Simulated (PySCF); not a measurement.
CH₃Cl₃Si. Atoms are numbered in the order given.

```xyz
8

C      0.0000     0.0000     2.1096
Si     0.0000     0.0000     0.2562
Cl     1.6747    -0.9669    -0.4648
Cl    -1.6747    -0.9669    -0.4648
Cl     0.0000     1.9338    -0.4648
H      0.8956     0.5171     2.4865
H     -0.8956     0.5171     2.4865
H      0.0000    -1.0342     2.4865
```
Charge 0, spin multiplicity 1.

Geometry: B3LYP-D3(BJ)/def2-SVP. The isomer is the one that the SMILES or the coordinates give; other isomers of the formula were not compared.

All values below come from ωB97X/def2-TZVP (PySCF).

Isolated molecule, no solvent.

Computed frontier levels, gap, dipole moment and polarisability:
```yaml
highest_occupied_level: -11.62 eV
lowest_empty_level: 2.16 eV
orbital_gap: 13.77 eV
dipole_moment: 2.06 D
quadrupole, principal values (traceless, Buckingham form, about the centre of nuclear charge): -2.12, -2.12, 4.25 D·Å
mean_static_polarisability: 68.9 bohr³ (10.20 Å³)
polarisability_principal_values: 65.1, 70.7, 70.7 bohr³
```
